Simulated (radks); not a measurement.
Values are calculated unless marked as measured or tabulated.
Problem. Re IV, 72 electrons, occupied as [Xe] 4f14 5d4. Level of theory: Dirac Kohn-Sham, PBEsol, spin-unpolarised, spherical densities, point nucleus; open shells are shared between the two j in proportion to 2j + 1; speed of light set to 685.18 atomic units (5 times the physical value, a model run) (a radial shooting solver on a logarithmic mesh with Libxc functionals). Some entries of the table are withheld. Estimate them.

orbital  occ.  eigenvalue (eV)  <r^2> (bohr^2)  r(max) (bohr)
1s1/2       2        -65776.11       0.0005415        0.01332
2s1/2       2              (1)        0.008457        0.07268
2p1/2       2        -10447.28        0.006242        0.05632
2p3/2       4        -10399.91        0.006289        0.05658
3s1/2       2        -2523.396         0.05298         0.1996
3p1/2       2        -2317.151         0.04893            (2)
3p3/2       4        -2307.007         0.04918            (3)
3d3/2       4              (4)         0.03817         0.1485
3d5/2       6              (5)         0.03824         0.1487
4s1/2       2        -535.2016          0.2595         0.4485
4p1/2       2        -448.5026          0.2685         0.4489
4p3/2       4        -446.1796          0.2698         0.4500
4d3/2       4        -288.3991          0.2915            (6)
4d5/2       6        -287.8724          0.2920            (7)
5s1/2       2         -99.1086           1.426          1.022
4f5/2       6         -81.0545          0.3914         0.4102
4f7/2       8         -80.9466          0.3919         0.4104
5p1/2       2         -73.2657           1.723          1.095
5p3/2       4         -72.9120           1.733          1.098
5d3/2     1.6              (8)           3.136          1.360
5d5/2     2.4              (9)           3.143          1.361

Solution. 
(1) 2s1/2 eigenvalue (eV): -10890.93
(2) 3p1/2 r(max) (bohr): 0.1880
(3) 3p3/2 r(max) (bohr): 0.1885
(4) 3d3/2 eigenvalue (eV): -1923.479
(5) 3d5/2 eigenvalue (eV): -1920.805
(6) 4d3/2 r(max) (bohr): 0.4455
(7) 4d5/2 r(max) (bohr): 0.4459
(8) 5d3/2 eigenvalue (eV): -33.9773
(9) 5d5/2 eigenvalue (eV): -33.9316
